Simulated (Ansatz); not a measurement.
System: CH$_{2}$NO (charge +1, singlet). It need not be the lowest isomer of its formula. 
Structure (B3LYP-D3(BJ)/def2-TZVP (Ansatz, an electronic-structure program) minimum search):
SMILES: N=C=[OH+]
```xyz
5

N     -1.1542     0.0831     0.3407
C     -0.0624    -0.0061     0.0233
O      1.1133     0.0104    -0.3706
H     -2.1197     0.1507     0.6266
H      1.6677    -0.7786    -0.1866
```
Charge +1, spin multiplicity 1.

Property: vertical triplet-singlet gap (E(triplet) - E(singlet); each state is the SCF solution reached for its spin), in kcal/mol. Valence correlation only, unless marked. UHF or UKS for open shells. No spin-orbit coupling. Non-relativistic. CBS(X,Y): correlation extrapolated as X^-3; Hartree-Fock from the larger set.

```json
[
 {"level": "RI-HF/aug-cc-pVTZ", "program": "Ansatz", "vertical triplet-singlet gap (kcal/mol)": "147.7"},
 {"level": "SVWN5/def2-TZVPD", "program": "Ansatz", "vertical triplet-singlet gap (kcal/mol)": "169.3"},
 {"level": "r2SCAN/def2-TZVPD", "program": "Ansatz", "vertical triplet-singlet gap (kcal/mol)": "161.5"},
 {"level": "PBE0/def2-TZVPD", "program": "Ansatz", "vertical triplet-singlet gap (kcal/mol)": "163.6"},
 {"level": "BHLYP/def2-TZVPD", "program": "Ansatz", "vertical triplet-singlet gap (kcal/mol)": "162.5"},
 {"level": "CAM-B3LYP/def2-TZVPD", "program": "Ansatz", "vertical triplet-singlet gap (kcal/mol)": "164.8"},
 {"level": "B2PLYP/def2-TZVPD", "program": "Ansatz", "vertical triplet-singlet gap (kcal/mol)": "171.9"},
 {"level": "RI-MP2/CBS(aug-cc-pVTZ,aug-cc-pVQZ)", "program": "Ansatz", "vertical triplet-singlet gap (kcal/mol)": "187.9"},
 {"level": "SCS-MP2/aug-cc-pVDZ", "program": "Ansatz", "vertical triplet-singlet gap (kcal/mol)": "185.9"}
]
```
